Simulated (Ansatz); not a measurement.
**Nudged elastic band run: FGeH5**

input.yaml

```yaml
crystal:
  periodic: [false, false, false]
  atoms:
    - { symbol: Ge, position_ang: [0.256984, -1.2e-05, -0.115735] }
    - { symbol: H, position_ang: [0.191686, -4.2e-05, 1.443658] }
    - { symbol: H, position_ang: [1.756438, 2.4e-05, -0.51253] }
    - { symbol: H, position_ang: [-0.434438, 1.27375, -0.651564] }
    - { symbol: H, position_ang: [-0.434391, -1.273778, -0.651611] }
    - { symbol: F, position_ang: [-2.52108, 0.0, 1.383532] }
    - { symbol: H, position_ang: [-1.701499, 5.6e-05, 1.837349] }
basis:
  gaussian: { orbitals: def2-SVP }
hamiltonian:
  xc: revpbe
  dispersion: d4
neb:
  order_check: false
  images: 9
  f_tol: 0.05
  max_iterations: 60
  final_atoms:
    - { symbol: Ge, position_ang: [-0.23435892, 0.0006372, -0.7953503] }
    - { symbol: H, position_ang: [-0.5601906, -0.00239659, 3.54734276] }
    - { symbol: H, position_ang: [1.14597413, 0.00155362, -0.08828845] }
    - { symbol: H, position_ang: [-0.46939829, 1.28746268, -1.62752473] }
    - { symbol: H, position_ang: [-0.46917772, -1.28800176, -1.6247739] }
    - { symbol: F, position_ang: [-1.4601408, 0.00195692, 0.4887636] }
    - { symbol: H, position_ang: [-0.83900781, -0.00121407, 2.83293002] }
  initial_path:
    images:
      - { positions_ang: [[0.256984, -1.2e-05, -0.115735], [0.191686, -4.2e-05, 1.443658], [1.756438, 2.4e-05, -0.51253], [-0.434438, 1.27375, -0.651564], [-0.434391, -1.273778, -0.651611], [-2.52108, 0.0, 1.383532], [-1.701499, 5.6e-05, 1.837349]] }
      - { positions_ang: [[0.20765147, -9.12e-06, -0.09034865], [0.14522346, -3.41e-05, 1.53702911], [1.70219792, 2.114e-05, -0.50314903], [-0.48866632, 1.27196015, -0.62612906], [-0.48862662, -1.27198225, -0.62616791], [-2.39381269, -1.38e-06, 1.22380306], [-1.57026722, 4.355e-05, 1.81806148]] }
      - { positions_ang: [[0.15831895, -6.24e-06, -0.0649623], [0.09876092, -2.62e-05, 1.63040022], [1.64795784, 1.828e-05, -0.49376807], [-0.54289464, 1.2701703, -0.60069412], [-0.54286224, -1.2701865, -0.60072482], [-2.26654538, -2.75e-06, 1.06407413], [-1.43903545, 3.11e-05, 1.79877396]] }
      - { positions_ang: [[0.10898642, -3.36e-06, -0.03957595], [0.05229839, -1.83e-05, 1.72377133], [1.59371775, 1.543e-05, -0.4843871], [-0.59712296, 1.26838046, -0.57525917], [-0.59709786, -1.26839074, -0.57528173], [-2.13927806, -4.13e-06, 0.90434519], [-1.30780367, 1.865e-05, 1.77948644]] }
      - { positions_ang: [[0.0596539, -4.7e-07, -0.0141896], [0.00583585, -1.04e-05, 1.81714244], [1.53947767, 1.257e-05, -0.47500614], [-0.65135128, 1.26659061, -0.54982423], [-0.65133348, -1.26659499, -0.54983864], [-2.01201075, -5.5e-06, 0.74461625], [-1.1765719, 6.2e-06, 1.76019892]] }
      - { positions_ang: [[0.01032137, 2.41e-06, 0.01119675], [-0.04062669, -2.5e-06, 1.91051354], [1.48523759, 9.71e-06, -0.46562517], [-0.7055796, 1.26480076, -0.52438929], [-0.7055691, -1.26479924, -0.52439554], [-1.88474344, -6.88e-06, 0.58488731], [-1.04534012, -6.25e-06, 1.7409114]] }
      - { positions_ang: [[-0.03861469, 0.00012936, -0.15011266], [-0.14453947, -0.00048132, 2.23787939], [1.4173849, 0.00031849, -0.39015783], [-0.65834334, 1.26933314, -0.74501638], [-0.65829083, -1.26943974, -0.74447121], [-1.79982291, 0.00038588, 0.56566257], [-1.00407366, -0.00024782, 1.95931513]] }
      - { positions_ang: [[-0.08755074, 0.00025632, -0.31142207], [-0.24845225, -0.00096013, 2.56524523], [1.34953221, 0.00062727, -0.31469049], [-0.61110708, 1.27386553, -0.96564347], [-0.61101255, -1.27408025, -0.96454688], [-1.71490238, 0.00077864, 0.54643783], [-0.9628072, -0.00048938, 2.17771885]] }
      - { positions_ang: [[-0.1364868, 0.00038328, -0.47273148], [-0.35236504, -0.00143895, 2.89261107], [1.28167951, 0.00093605, -0.23922314], [-0.56387081, 1.27839791, -1.18627056], [-0.56373427, -1.27872075, -1.18462256], [-1.62998186, 0.0011714, 0.52721308], [-0.92154074, -0.00073094, 2.39612257]] }
      - { positions_ang: [[-0.18542286, 0.00051024, -0.63404089], [-0.45627782, -0.00191777, 3.21997691], [1.21382682, 0.00124484, -0.1637558], [-0.51663455, 1.2829303, -1.40689764], [-0.51645599, -1.28336126, -1.40469823], [-1.54506133, 0.00156416, 0.50798834], [-0.88027427, -0.00097251, 2.6145263]] }
      - { positions_ang: [[-0.23435892, 0.0006372, -0.7953503], [-0.5601906, -0.00239659, 3.54734276], [1.14597413, 0.00155362, -0.08828845], [-0.46939829, 1.28746268, -1.62752473], [-0.46917772, -1.28800176, -1.6247739], [-1.4601408, 0.00195692, 0.4887636], [-0.83900781, -0.00121407, 2.83293002]] }
```

Launched with:

```bash
$ ansatz run input.yaml --threads 1 --pin off --max-ram 2048MiB --backend cpu --events-out ev --progress --plain --runs-dir out
```

Output, in part (warnings, iteration lines, the closing report on the highest movable image, with atoms numbered from 0):

```
NEB end point (image 0): max|allowed force component| = 8.648e-3 eV/Å (the criterion of neb.relax_end_points is 1.000e-2)
NEB end point (image 10): max|allowed force component| = 2.003e-2 eV/Å (the criterion of neb.relax_end_points is 1.000e-2)
NEB iter   1: max|band force component| = 4.097e0 eV/Å  barrier→ = 2.7747 eV  barrier← = 3.1609 eV  Δτ_max = 0.2000 Å  (259 SCF iters)
NEB iter   2: max|band force component| = 2.332e0 eV/Å  barrier→ = 1.8105 eV  barrier← = 2.1968 eV  Δτ_max = 0.2000 Å  (278 SCF iters)
NEB iter   3: max|band force component| = 3.872e0 eV/Å  barrier→ = 1.4021 eV  barrier← = 1.7884 eV  Δτ_max = 0.1024 Å  (248 SCF iters)
NEB iter   4: max|band force component| = 2.645e0 eV/Å  barrier→ = 1.5017 eV  barrier← = 1.8880 eV  Δτ_max = 0.2000 Å  (237 SCF iters)
NEB iter   5: max|band force component| = 1.486e0 eV/Å  barrier→ = 1.3302 eV  barrier← = 1.7165 eV  Δτ_max = 0.1207 Å  (237 SCF iters)
NEB iter   6: max|band force component| = 1.277e0 eV/Å  barrier→ = 1.3548 eV  barrier← = 1.7410 eV  Δτ_max = 0.0783 Å  (234 SCF iters)
NEB iter   7: max|band force component| = 5.548e-1 eV/Å  barrier→ = 1.3422 eV  barrier← = 1.7285 eV  Δτ_max = 0.0295 Å  (229 SCF iters)
NEB iter   8: max|band force component| = 5.916e-1 eV/Å  barrier→ = 1.3355 eV  barrier← = 1.7218 eV  CI = image 3  Δτ_max = 0.1500 Å  (217 SCF iters)
NEB iter   9: max|band force component| = 1.283e0 eV/Å  barrier→ = 1.3936 eV  barrier← = 1.7799 eV  CI = image 3  Δτ_max = 0.0715 Å  (233 SCF iters)
NEB iter  10: max|band force component| = 3.774e-1 eV/Å  barrier→ = 1.4047 eV  barrier← = 1.7909 eV  CI = image 3  Δτ_max = 0.0264 Å  (217 SCF iters)
NEB iter  11: max|band force component| = 1.570e-1 eV/Å  barrier→ = 1.3994 eV  barrier← = 1.7856 eV  CI = image 3  Δτ_max = 0.0193 Å  (210 SCF iters)
NEB iter  12: max|band force component| = 5.417e-2 eV/Å  barrier→ = 1.3994 eV  barrier← = 1.7857 eV  CI = image 3  Δτ_max = 0.0050 Å  (204 SCF iters)
NEB iter  13: max|band force component| = 5.887e-2 eV/Å  barrier→ = 1.3993 eV  barrier← = 1.7856 eV  CI = image 3  Δτ_max = 0.0025 Å  (175 SCF iters)
NEB iter  14: max|band force component| = 2.666e-2 eV/Å  barrier→ = 1.3992 eV  barrier← = 1.7855 eV  CI = image 3  Δτ_max = 0.0000 Å  (377 SCF iters)
Total energy: -59300.19852371 eV, -2179.2421006283 hartree
Atom 0 at    -0.191541     0.000428    -0.119686 Å, force     0.009781    -0.000556     0.000000 eV/Å
Atom 1 at     0.035692    -0.003326     1.806631 Å, force    -0.004198    -0.000225    -0.003049 eV/Å
Atom 2 at     1.372172     0.001863    -0.031663 Å, force     0.006847     0.000441    -0.002359 eV/Å
Atom 3 at    -0.611367     1.322571    -0.802230 Å, force    -0.000512     0.000614     0.000383 eV/Å
Atom 4 at    -0.610140    -1.323456    -0.799417 Å, force     0.000068    -0.000660     0.000780 eV/Å
Atom 5 at    -1.944265     0.002794     0.979200 Å, force    -0.027798     0.001190     0.000915 eV/Å
Atom 6 at    -0.936851    -0.000875     1.700265 Å, force     0.015810    -0.000805     0.003330 eV/Å
Dipole moment:     0.267816    -0.000490    -0.147892 e Å
```

It converged. A vibrational analysis at the climbing image gives 2 clearly imaginary modes (1110i, 193i cm⁻¹): a point of higher order, so a lower path passes nearby. The orbitals stay closed-shell, which can raise the energy where a bond breaks towards radicals; this wasn't checked here.

Final band (atoms are numbered from 1 in the order of the input):

```
image  path coordinate (Å)  energy (kJ/mol)  Ge1–H2 (Å)  F6–H7 (Å)  Ge1–F6 (Å)
    0                 0.00              0.0        1.56       0.94        3.16
    1                 0.49              8.9        1.58       0.95        2.80
    2                 0.98             62.0        1.68       0.99        2.38
    3                 1.47            135.0        1.94       1.24        2.07
    4                 1.91             79.6        2.20       1.58        1.87
    5                 2.35             20.2        2.55       1.81        1.80
    6                 2.80            -15.2        2.91       1.99        1.78
    7                 3.24            -31.2        3.31       2.19        1.78
    8                 3.68            -36.1        3.73       2.36        1.78
    9                 4.12            -37.1        4.07       2.42        1.77
   10                 4.56            -37.3        4.35       2.43        1.78
```

Time of the run: 4.9 min on 1 thread of Arm Neoverse N1, on a shared host, peak memory 0.13 GiB.
